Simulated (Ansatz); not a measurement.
Geometry optimisation, UKS PBE-D4/def2-SVP (Ansatz 0.2.0).

Input file:

```yaml
crystal:
  periodic: [false, false, false]
  atoms:
    - { symbol: Zn, position_ang: [0.042297, -0.07287, 0.008324] }
    - { symbol: Cl, position_ang: [0.256227, 0.167345, 2.188027] }
    - { symbol: O, position_ang: [-0.189571, -0.120009, -1.752884] }
    - { symbol: H, position_ang: [0.28852, -0.854108, -2.179026] }
    - { symbol: O, position_ang: [-0.101373, -0.053418, 4.947553] }
    - { symbol: H, position_ang: [-0.5558, -0.78544, 4.458007] }
magnetization:
  spin_polarized: true
  initial_magnetization: 1
basis:
  gaussian: { orbitals: def2-SVP }
hamiltonian:
  xc: pbe
  dispersion: d4
relax:
  f_tol: 0.03
  max_steps: 50
```

Launched with:

```bash
$ ansatz run input.yaml --threads 4 --pin off --max-ram 5120MiB --backend cpu --events-out ev --progress --plain --runs-dir out
```

Where does it end, and by what steps?

It converged. After 35 steps the energy has fallen by 1.400 eV; O5 moved furthest, 2.54 Å. Joined: Zn1–O5 (4.94 → 1.86 Å).

| step | energy less start (eV) | largest force component (eV/Å) | accepted |
| --- | --- | --- | --- |
| 0 | 0.0000 | 1.093 | yes |
| 2 | -0.0588 | 0.540 | yes |
| 4 | -0.0998 | 0.076 | yes |
| 6 | -0.1165 | 1.246 | yes |
| 8 | -0.1445 | 1.141 | yes |
| 10 | -0.2384 | 0.331 | yes |
| 12 | -0.4142 | 0.365 | yes |
| 14 | -0.8528 | 0.665 | yes |
| 16 | -1.1281 | 2.326 | no |
| 18 | -1.3014 | 0.270 | yes |
| 20 | -1.3094 | 0.160 | yes |
| 22 | -1.3158 | 0.358 | yes |
| 24 | -1.2783 | 2.149 | no |
| 26 | -1.3682 | 0.454 | yes |
| 28 | -1.3933 | 0.162 | yes |
| 30 | -1.3971 | 0.194 | no |
| 32 | -1.3992 | 0.188 | no |
| 34 | -1.4001 | 0.044 | yes |
| 35 | -1.4003 | 0.023 | yes |

```xyz
6
Properties=species:S:1:pos:R:3
Zn 0.005 -0.118 1.124
Cl 1.785 0.572 2.219
O -0.541 -0.121 -0.621
H -0.177 -0.861 -1.145
O -0.884 -0.749 2.635
H -0.448 -0.440 3.458
```

The run took 66 s on 4 threads of Arm Neoverse V1, on a shared host, peak memory 0.2 GiB.
